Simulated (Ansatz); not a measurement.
Isolated molecules relaxed with PBE0-D4/def2-TZVP in Ansatz; ΔE leaves out vibrations. CCSD(T)/CBS adds triple-zeta CCSD(T) − MP2 to the extrapolated MP2 energy (def2 sets, frozen cores). Functionals use def2-TZVPP. Each species was taken in one conformer, which may not be the lowest.

`FB1SC1[SiH3]` + `N=C[SiH3]` → `N=C([SiH3])[SiH3]` + `FB1CS1`  (formal exchange of groups at the Si–C bond)

`FB1SC1[SiH3]`:

```xyz
9

F     2.789   -0.177    0.301
B     1.591    0.254    0.591
S     0.558    0.725    1.917
C     0.244    0.672    0.022
Si   -1.075   -0.542   -0.500
H     0.161    1.672   -0.403
H    -0.747   -1.877    0.061
H    -1.113   -0.616   -1.986
H    -2.407   -0.111   -0.003
```

`N=C[SiH3]`:

Cartesian coordinates in Å:
```
N -0.995 -0.050 -1.393
C 0.102 0.109 -0.775
Si 0.157 -0.093 1.103
H -0.882 0.088 -2.400
H 1.036 0.365 -1.300
H 0.640 1.177 1.711
H 1.134 -1.161 1.445
H -1.192 -0.435 1.609
```

`N=C([SiH3])[SiH3]`:

Cartesian coordinates in Å:
```
N 1.277 0.032 1.305
C 0.402 0.028 0.372
Si -1.271 -0.856 0.540
Si 0.865 0.961 -1.214
H 0.959 -0.490 2.129
H -1.310 -1.478 1.892
H -1.413 -1.899 -0.510
H -2.387 0.116 0.389
H -0.152 2.019 -1.461
H 2.217 1.553 -1.082
H 0.814 0.013 -2.360
```

`FB1CS1`:

```xyz
6

F     0.758   -1.023   -1.693
B     0.501   -0.470   -0.537
C    -0.482    0.365    0.272
S     1.126   -0.247    1.076
H    -1.375   -0.072    0.710
H    -0.528    1.446    0.172
```

```
            species  PBE-D4 energy (Eh)
     `FB1SC1[SiH3]`          -852.52617
        `N=C[SiH3]`          -385.09371
`N=C([SiH3])[SiH3]`          -675.64185
           `FB1CS1`          -561.97379
```

**Question.** Work out ΔE.

**Answer.** ΔE = (-675.64185) + (-561.97379) − (-852.52617) − (-385.09371) = 0.00424 Eh = +0.12 eV. CCSD(T)/CBS gives +0.19 eV.

Largest T1 diagnostic among the species: 0.014.

From PBE to PBE0 (25 % exact exchange), in def2-TZVPP and without D4, ΔE moves by +0.04 eV.
